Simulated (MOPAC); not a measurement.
MOPAC input (PM7):

```
PM7 1SCF UHF MS=0.5 GEO-OK AUX(PRECISION=9) THREADS=1
C5H11O

C    -2.27486008 1   -0.51736437 1   -1.03478591 1
C    -1.64988732 1    0.21539019 1    0.16517997 1
C    -0.34875673 1   -0.35784894 1    0.59890388 1
C     0.93184616 1    0.37681533 1    0.44359211 1
C     1.35612331 1    0.52540917 1   -1.02466243 1
O     1.92803086 1   -0.32468170 1    1.19068545 1
H    -2.43113331 1   -1.57270680 1   -0.80410268 1
H    -3.24118476 1   -0.08177839 1   -1.29837853 1
H    -1.62453084 1   -0.46209101 1   -1.90931701 1
H    -2.36666892 1    0.17968772 1    0.99588294 1
H    -1.52729365 1    1.27438447 1   -0.08216508 1
H    -0.29817783 1   -1.37757272 1    0.96022045 1
H     0.80928359 1    1.39243189 1    0.85813628 1
H     2.28373772 1    1.10090834 1   -1.10074810 1
H     0.59173285 1    1.05150471 1   -1.59898499 1
H     1.51362120 1   -0.45833453 1   -1.46863825 1
H     2.77957512 1    0.09661156 1    1.03324575 1
```

Output:

```
 *******************************************************************************
 **                                                                           **
 **                              MOPAC v23.2.5                                **
 **                                                                           **
 *******************************************************************************
 ** MOPAC's Digital Object Identifier: https://doi.org/10.5281/zenodo.6511958 **
 **                                                                           **
 ** Please cite the open-source release paper for use of this MOPAC version:  **
 ** J. E. Moussa and J. J. P. Stewart (2026)                                  **
 ** MOPAC: An open-source semiempirical molecular orbital program             **
 ** J. Open Source Softw., 11(119), 8025, https://doi.org/10.21105/joss.08025 **
 *******************************************************************************

                              PM7 CALCULATION RESULTS

 *******************************************************************************
 *  PM7        - The PM7 Hamiltonian to be used
 *  GEO-OK     - OVERRIDE INTERATOMIC DISTANCE AND OTHER SAFETY CHECKS
 *  UHF        - UNRESTRICTED HARTREE-FOCK CALCULATION
 *  MS=        - IN MECI, MAGNETIC COMPONENT OF SPIN =  0.5
 *  1SCF       - DO 1 SCF AND THEN STOP
 *  AUX        - OUTPUT AUXILIARY INFORMATION
 *******************************************************************************
PM7 1SCF UHF MS=0.5 GEO-OK AUX(PRECISION=9) THREADS=1
 C5H11O

   ATOM   CHEMICAL          X               Y               Z
  NUMBER   SYMBOL      (ANGSTROMS)     (ANGSTROMS)     (ANGSTROMS)

     1       C         -2.27486008  *  -0.51736437  *  -1.03478591  *
     2       C         -1.64988732  *   0.21539019  *   0.16517997  *
     3       C         -0.34875673  *  -0.35784894  *   0.59890388  *
     4       C          0.93184616  *   0.37681533  *   0.44359211  *
     5       C          1.35612331  *   0.52540917  *  -1.02466243  *
     6       O          1.92803086  *  -0.32468170  *   1.19068545  *
     7       H         -2.43113331  *  -1.57270680  *  -0.80410268  *
     8       H         -3.24118476  *  -0.08177839  *  -1.29837853  *
     9       H         -1.62453084  *  -0.46209101  *  -1.90931701  *
    10       H         -2.36666892  *   0.17968772  *   0.99588294  *
    11       H         -1.52729365  *   1.27438447  *  -0.08216508  *
    12       H         -0.29817783  *  -1.37757272  *   0.96022045  *
    13       H          0.80928359  *   1.39243189  *   0.85813628  *
    14       H          2.28373772  *   1.10090834  *  -1.10074810  *
    15       H          0.59173285  *   1.05150471  *  -1.59898499  *
    16       H          1.51362120  *  -0.45833453  *  -1.46863825  *
    17       H          2.77957512  *   0.09661156  *   1.03324575  *

          CARTESIAN COORDINATES

    NO.       ATOM           X           Y           Z

     1         C         -2.2749     -0.5174     -1.0348
     2         C         -1.6499      0.2154      0.1652
     3         C         -0.3488     -0.3578      0.5989
     4         C          0.9318      0.3768      0.4436
     5         C          1.3561      0.5254     -1.0247
     6         O          1.9280     -0.3247      1.1907
     7         H         -2.4311     -1.5727     -0.8041
     8         H         -3.2412     -0.0818     -1.2984
     9         H         -1.6245     -0.4621     -1.9093
    10         H         -2.3667      0.1797      0.9959
    11         H         -1.5273      1.2744     -0.0822
    12         H         -0.2982     -1.3776      0.9602
    13         H          0.8093      1.3924      0.8581
    14         H          2.2837      1.1009     -1.1007
    15         H          0.5917      1.0515     -1.5990
    16         H          1.5136     -0.4583     -1.4686
    17         H          2.7796      0.0966      1.0332

 General Reference for PM7:
 "Optimization of Parameters for Semiempirical Methods VI: More Modifications to the
 NDDO Approximations and Re-optimization of Parameters", J. J. P. Stewart, J. Mol. Mod., 1:32, 19 (2013)
 https://link.springer.com/article/10.1007/s00894-012-1667-x

           Empirical Formula: C5 H11 O  =    17 atoms

      MOLECULAR POINT GROUP   :   C1

          UHF CALCULATION, NO. OF ALPHA ELECTRONS =   19
                           NO. OF BETA  ELECTRONS =   18

 -------------------------------------------------------------------------------
 PM7 1SCF UHF MS=0.5 GEO-OK AUX(PRECISION=9) THREADS=1
 C5H11O

     1SCF WAS SPECIFIED, SO BFGS WAS NOT USED
     SCF FIELD WAS ACHIEVED

                              PM7 CALCULATION
                                                       MOPAC v23.2.5 Linux

          FINAL HEAT OF FORMATION =        -43.48567 KCAL/MOL =    -181.94406 KJ/MOL

          COSMO AREA              =        140.53 SQUARE ANGSTROMS
          COSMO VOLUME            =        132.47 CUBIC ANGSTROMS

          IONIZATION POTENTIAL    =          8.827369 EV
          ALPHA SOMO LUMO (EV)    =         -8.827  2.903
          BETA  SOMO LUMO (EV)    =        -10.602  0.729
          NO. OF ALPHA ELECTRONS  =         19
          NO. OF BETA  ELECTRONS  =         18
          MOLECULAR WEIGHT        =         87.1413         POINT GROUP:  C1

          MOLECULAR DIMENSIONS (Angstroms)

            Atom       Atom       Distance
            H    17    H     8     6.45894
            H    16    H    10     3.76760
            H    12    H    14     2.92790

          SCF CALCULATIONS        =          1

   ATOM   CHEMICAL          X               Y               Z
  NUMBER   SYMBOL      (ANGSTROMS)     (ANGSTROMS)     (ANGSTROMS)

     1       C         -2.27486008  *  -0.51736437  *  -1.03478591  *
     2       C         -1.64988732  *   0.21539019  *   0.16517997  *
     3       C         -0.34875673  *  -0.35784894  *   0.59890388  *
     4       C          0.93184616  *   0.37681533  *   0.44359211  *
     5       C          1.35612331  *   0.52540917  *  -1.02466243  *
     6       O          1.92803086  *  -0.32468170  *   1.19068545  *
     7       H         -2.43113331  *  -1.57270680  *  -0.80410268  *
     8       H         -3.24118476  *  -0.08177839  *  -1.29837853  *
     9       H         -1.62453084  *  -0.46209101  *  -1.90931701  *
    10       H         -2.36666892  *   0.17968772  *   0.99588294  *
    11       H         -1.52729365  *   1.27438447  *  -0.08216508  *
    12       H         -0.29817783  *  -1.37757272  *   0.96022045  *
    13       H          0.80928359  *   1.39243189  *   0.85813628  *
    14       H          2.28373772  *   1.10090834  *  -1.10074810  *
    15       H          0.59173285  *   1.05150471  *  -1.59898499  *
    16       H          1.51362120  *  -0.45833453  *  -1.46863825  *
    17       H          2.77957512  *   0.09661156  *   1.03324575  *

                             CARTESIAN COORDINATES

   1    C       -2.274860080    -0.517364370    -1.034785910
   2    C       -1.649887320     0.215390190     0.165179970
   3    C       -0.348756730    -0.357848940     0.598903880
   4    C        0.931846160     0.376815330     0.443592110
   5    C        1.356123310     0.525409170    -1.024662430
   6    O        1.928030860    -0.324681700     1.190685450
   7    H       -2.431133310    -1.572706800    -0.804102680
   8    H       -3.241184760    -0.081778390    -1.298378530
   9    H       -1.624530840    -0.462091010    -1.909317010
  10    H       -2.366668920     0.179687720     0.995882940
  11    H       -1.527293650     1.274384470    -0.082165080
  12    H       -0.298177830    -1.377572720     0.960220450
  13    H        0.809283590     1.392431890     0.858136280
  14    H        2.283737720     1.100908340    -1.100748100
  15    H        0.591732850     1.051504710    -1.598984990
  16    H        1.513621200    -0.458334530    -1.468638250
  17    H        2.779575120     0.096611560     1.033245750

           Empirical Formula: C5 H11 O  =    17 atoms

      MOLECULAR POINT GROUP   :   C1

          ALPHA EIGENVALUES
 -29.86360 -28.28589 -26.22553 -23.61602 -21.25191 -19.18821 -17.17449 -16.21377
 -15.32774 -14.80485 -14.32046 -13.77258 -13.28567 -13.00353 -12.31016 -12.28177
 -11.56523 -10.69190  -8.82737   2.90261   3.88341   4.12448   4.37752   4.67344
   5.41390   5.47260   5.55992   5.76774   5.79027   5.93685   6.15622   6.44153
   6.62667   6.76783   6.91875

           BETA EIGENVALUES
 -29.81052 -28.20403 -26.18896 -23.44679 -21.20339 -19.00106 -17.12883 -16.13607
 -15.18899 -14.73338 -14.22815 -13.61398 -13.24137 -12.90495 -12.23750 -12.18890
 -11.46109 -10.60189   0.72923   2.91390   3.97082   4.29033   4.63068   4.92268
   5.43968   5.52369   5.58897   5.78916   5.81684   5.95383   6.17020   6.50786
   6.75230   6.82138   6.92720

              NET ATOMIC CHARGES AND DIPOLE CONTRIBUTIONS

  ATOM NO.   TYPE          CHARGE      No. of ELECS.   s-Pop       p-Pop
    1          C          -0.424251        4.4243     1.05132     3.37293
    2          C          -0.257416        4.2574     1.04492     3.21250
    3          C          -0.205653        4.2057     1.12181     3.08384
    4          C           0.158261        3.8417     1.06911     2.77263
    5          C          -0.493421        4.4934     1.06134     3.43208
    6          O          -0.546154        6.5462     1.85204     4.69412
    7          H           0.147201        0.8528     0.85280
    8          H           0.141289        0.8587     0.85871
    9          H           0.143772        0.8562     0.85623
   10          H           0.150160        0.8498     0.84984
   11          H           0.135925        0.8641     0.86408
   12          H           0.159196        0.8408     0.84080
   13          H           0.117408        0.8826     0.88259
   14          H           0.145962        0.8540     0.85404
   15          H           0.156268        0.8437     0.84373
   16          H           0.163943        0.8361     0.83606
   17          H           0.307510        0.6925     0.69249
 DIPOLE           X         Y         Z       TOTAL
 POINT-CHG.    -0.717     1.584    -1.533     2.318
 HYBRID         0.443     0.018    -0.122     0.460
 SUM           -0.273     1.603    -1.654     2.319

          ATOMIC ORBITAL ELECTRON POPULATIONS

     Atom    s        px        py        pz
    1  C   1.05132   1.14158   1.14618   1.08517
    2  C   1.04492   1.04178   1.10252   1.06820
    3  C   1.12181   0.95834   1.08363   1.04187
    4  C   1.06911   0.87157   0.99699   0.90406
    5  C   1.06134   1.16648   1.18633   1.07927
    6  O   1.85204   1.31865   1.63671   1.73876
    7  H   0.85280
    8  H   0.85871
    9  H   0.85623
   10  H   0.84984
   11  H   0.86408
   12  H   0.84080
   13  H   0.88259
   14  H   0.85404
   15  H   0.84373
   16  H   0.83606
   17  H   0.69249

                    (SZ)    =    0.500000
                    (S**2)  =    0.754005

          ATOMIC ORBITAL SPIN POPULATIONS

    Atom   Total    s     px     py     pz
         Atomic
    1  C  0.0376  0.007  0.007  0.006  0.018
    2  C -0.0510 -0.006 -0.025 -0.008 -0.012
    3  C  1.0133  0.029  0.046  0.151  0.788
    4  C -0.0537 -0.007 -0.018 -0.013 -0.016
    5  C  0.0429  0.008  0.005  0.002  0.027
    6  O  0.0019  0.000  0.001 -0.000  0.001
    7  H -0.0010 -0.001
    8  H -0.0007 -0.001
    9  H -0.0013 -0.001
   10  H  0.0220  0.022
   11  H  0.0021  0.002
   12  H -0.0285 -0.029
   13  H  0.0201  0.020
   14  H -0.0005 -0.000
   15  H -0.0010 -0.001
   16  H -0.0015 -0.001
   17  H -0.0008 -0.001

 **********************
 *                    *
 * JOB ENDED NORMALLY *
 *                    *
 **********************

 == MOPAC DONE ==
```

The geometry given is a B3LYP-D3(BJ)/def2-TZVP minimum.
